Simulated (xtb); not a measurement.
LaO (SMILES [O]=[La]), doublet, from a rough starting geometry (GFN-xTB shapes and energies of metal compounds can be far from the true ones); GFN2-xTB (xtb).

The xtb input:
```
$ xtb mol.xyz --gfn 2 --uhf 1 --opt vtight --json

# file mol.xyz
2

La     0.03242282    -0.05265314    -1.00667792
O     -0.00259995     0.00911635     1.03556712
```

Problem. Predict the main parts of the log of this xtb run.

Solution. 
```
   ID    Z sym.   atoms
    1   57 La     1
    2    8 O      2

           -------------------------------------------------
          |                Calculation Setup                |
           -------------------------------------------------

           -------------------------------------------------
          |                 G F N 2 - x T B                 |
           -------------------------------------------------

          ...................................................
          :                      SETUP                      :
          :.................................................:
          :  # basis functions                  14          :
          :  # atomic orbitals                  13          :
          :  # shells                            5          :
          :  # electrons                         9          :
          :  max. iterations                   250          :
          :  Hamiltonian                  GFN2-xTB          :
          :  restarted?                      false          :
          :  GBSA solvation                  false          :
          :  PC potential                    false          :
          :  electronic temp.          300.0000000     K    :
          :  accuracy                    1.0000000          :
          :  -> integral cutoff          0.2500000E+02      :
          :  -> integral neglect         0.1000000E-07      :
          :  -> SCF convergence          0.1000000E-05 Eh   :
          :  -> wf. convergence          0.1000000E-03 e    :
          :  Broyden damping             0.4000000          :
          :  net charge                          0          :
          :  unpaired electrons                  1          :
          ...................................................

 iter      E             dE          RMSdq      gap      omega  full diag
   1      0.1582999  0.158300E+00  0.491E+01    0.00       0.0  T
   2     -4.0788615 -0.423716E+01  0.266E+01    0.00       1.0  T
   3     -4.5491740 -0.470312E+00  0.205E+01    0.71       1.0  T
   4     -4.8242906 -0.275117E+00  0.197E+01    1.63       1.0  T
   5     -4.7114051  0.112885E+00  0.200E+01    1.37       1.0  T
   6     -4.8917544 -0.180349E+00  0.136E+01    1.72       1.0  T
   7     -1.5228254  0.336893E+01  0.527E+01    0.15       1.0  T
   8     -1.7410779 -0.218253E+00  0.510E+01    0.17       1.0  T
   9     -1.7551173 -0.140394E-01  0.509E+01    0.17       1.0  T
[...]
         :: total energy              -5.192728334265 Eh    ::
 * total energy  :    -5.1927283 Eh     change       -0.1415845E-10 Eh
 * total energy  :    -5.1927839 Eh     change       -0.5557270E-04 Eh
 * total energy  :    -5.1928011 Eh     change       -0.1720220E-04 Eh
 * total energy  :    -5.1928012 Eh     change       -0.7219407E-07 Eh
   *** GEOMETRY OPTIMIZATION CONVERGED AFTER 4 ITERATIONS ***
         :: total energy              -5.192801181378 Eh    ::
[...]
         6                         -0.3065690              -8.3422 (LUMO)
         7                         -0.3065690              -8.3422
         8                         -0.3053922              -8.3101
         9                         -0.3053922              -8.3101
        10                         -0.2721381              -7.4053
        11                          0.0100825               0.2744
        12                          0.0100825               0.2744
        13                          0.2079194               5.6578
      -------------------------------------------------------------
                  HL-Gap            0.0542971 Eh            1.4775 eV
             Fermi-level           -0.3547798 Eh           -9.6540 eV

     #   Z          covCN         q      C6AA      α(0)
     1  57 La       0.676     0.490  3803.050   207.666
     2   8 O        0.676    -0.490    23.661     6.517

 Mol. C6AA /au·bohr⁶  :       4270.527117
 Mol. C8AA /au·bohr⁸  :    1030545.742352
 Mol. α(0) /au        :        214.182081

Wiberg/Mayer (AO) data.
largest (>0.10) Wiberg bond orders for each atom

 ---------------------------------------------------------------------------
     #   Z sym  total        # sym  WBO       # sym  WBO       # sym  WBO
 ---------------------------------------------------------------------------
     1  57 La   1.636 --     2 O    1.636
     2   8 O    1.636 --     1 La   1.636
 ---------------------------------------------------------------------------

Topologies differ in total number of bonds
Writing topology from bond orders to xtbtopo.mol

molecular dipole:
                 x           y           z       tot (Debye)
 q only:        0.032      -0.057      -1.873
   full:        0.033      -0.059      -1.950       4.958
molecular quadrupole (traceless):
                xx          xy          yy          xz          yz          zz
 q only:        0.051      -0.004       0.055      -0.078       0.113      -0.105
  q+dip:        0.109      -0.004       0.114      -0.078       0.113      -0.223
   full:        1.669      -0.002       1.671       0.002      -0.029      -3.340

optimized geometry written to: xtbopt.xyz

           -------------------------------------------------
          | TOTAL ENERGY               -5.192801181378 Eh   |
          | GRADIENT NORM               0.000105560919 Eh/α |
          | HOMO-LUMO GAP               1.477499886755 eV   |
           -------------------------------------------------
```
